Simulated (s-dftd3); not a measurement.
O (SMILES [O+]), charge +1, quartet; D3(op) for blyp run with s-dftd3.

The s-dftd3 input:
```
$ s-dftd3 mol.xyz --op blyp --json dftd3.json --noedisp --grad

# file mol.xyz
1

O      0.00000000     0.00000000     0.00000000
```

**Question.** Predict the main parts of the log of this s-dftd3 run.

**Answer.** 
```
-----------------------------------
 s i m p l e   D F T - D 3  v1.4.0
-----------------------------------

Optimized power damping: blyp-D3(op)
--------------------
   s6        1.0000
   s8        1.3187
   s9        0.0000
   a1        0.4250
   a1        3.5000
  alp       14.0000
 beta        2.0000
--------------------

Dispersion energy:       0.0000000000000E+00 Eh

Gradient norm:           0.0000000000000E+00 Eh/a0
--------------------------------------------------
     #    Z           dE/dx      dE/dy      dE/dz
--------------------------------------------------
     1    8 O     0.000E+00  0.000E+00  0.000E+00
--------------------------------------------------

Virial:
--------------------------------------------------
      component           x          y          z
--------------------------------------------------
          x       0.000E+00  0.000E+00  0.000E+00
          y       0.000E+00  0.000E+00  0.000E+00
          z       0.000E+00  0.000E+00  0.000E+00
--------------------------------------------------

[Info] JSON dump of results written to 'dftd3.json'
```
